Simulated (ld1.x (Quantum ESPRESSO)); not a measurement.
**What one change does to a pseudopotential (copper, PAW)**

ld1.x (Quantum ESPRESSO) 7.5 input, shortened:

```
&input
   title='Cu', zed=29., rel=1, dft='PBE', iswitch=3,
   config='[Ar] 3d10 4s0.5 4p0.5'
 /
 &inputp
   pseudotype=3, lpaw=.true., tm=.true., lloc=-1, rcloc=3.00,
   nlcc=.true., new_core_ps=.true.,
   which_augfun='PSQ', rmatch_augfun_nc=.true.
 /
6
4S  1  0   0.50   0.00  1.75  2.20  0.0
4S  1  0   0.00   2.30  1.75  2.20  0.0
4P  2  1   0.50   0.00  2.75  3.45  0.0
4P  2  1   0.00   3.40  2.75  3.45  0.0
3D  3  2  10.00   0.00  1.35  1.60  0.0
3D  3  2   0.00   0.40  1.35  1.60  0.0
 &test
   configts(1)='3d10 4s0.5 4p0.5'
 /
```

All-electron outer shells of the reference configuration (PBE, scalar-relativistic, ld1.x):

```csv
shell,level (eV),outermost node (bohr),outermost maximum (bohr)
3s,-115.85,0.29,0.61
3p,-73.30,0.26,0.62
3d,-6.18,–,0.60
4s,-5.42,0.89,2.24
4p,-1.27,0.97,3.47
```

Change: waves 4p (bound): rcut 2.75, rcutus 5.16 bohr; 4p channel at 3.4 Ry: rcut 2.75, rcutus 5.16 bohr.

Cutoffs: the cutoffs (Ry, on a coarse ladder) from which the occupation-weighted sum of valence levels, in a spherical-Bessel basis at the reference potential, stays within 10 and 1 mRy of its value at 400 Ry; they do not see the model core or the augmentation charge, which bear on the density cutoff. Errors are all-electron minus pseudo energies relative to the spin-unpolarised reference configuration.

Q: What does the change do?

A: The potential gets neither clearly harder nor softer (45 Ry and 70 Ry → 45 Ry and 70 Ry); a bound ghost appears in p, which as a rule spoils a file; of the 7 tests that both files solve, the error grows in 1 and shrinks in 0 by more than 15 % and 0.3 meV (median size 72.9 → 73.2 meV).

```tsv
quantity	base	changed
cutoff, loose	45 Ry	45 Ry
cutoff, tight	70 Ry	70 Ry
bound ghosts	none	p
error for 3d10 4s1 4p0, meV [ΔE -2.01 eV]	-0.4	-0.5
error for 3d10 4s0 4p0, meV [ΔE 6.14 eV]	-4.9	-4.8
error for 3d9 4s0 4p0, meV [ΔE 27.47 eV]	-73	-73
error for 3d10 4s0.5 4p0, meV [ΔE 1.15 eV]	-0.4	-0.4
error for 3d9 4s1 4p0, meV [ΔE 9.57 eV]	-80	-80
error for 3d9 4s1 4p1, meV [ΔE 4.80 eV]	-88	-209
error for 3d8 4s0 4p0, meV [ΔE 66.49 eV]	-670	-671
lowest overlap eigenvalue by channel	s 0.41, p 0.81, d 1.00	s 0.41, p 0.01, d 1.00
```

Changed file: These tests converged, but a pseudo level misses the all-electron one widely, so the file describes the atom poorly there or has found another state: 3d9 4s0 4p0: empty 4p by 2.2 eV (a node warning on the way); 3d8 4s0 4p0: empty 4p by 5.6 eV. A true bound ghost makes a file unfit for plane-wave use even where its test errors are small: the radial tests pick states by their node count and pass the ghost by.
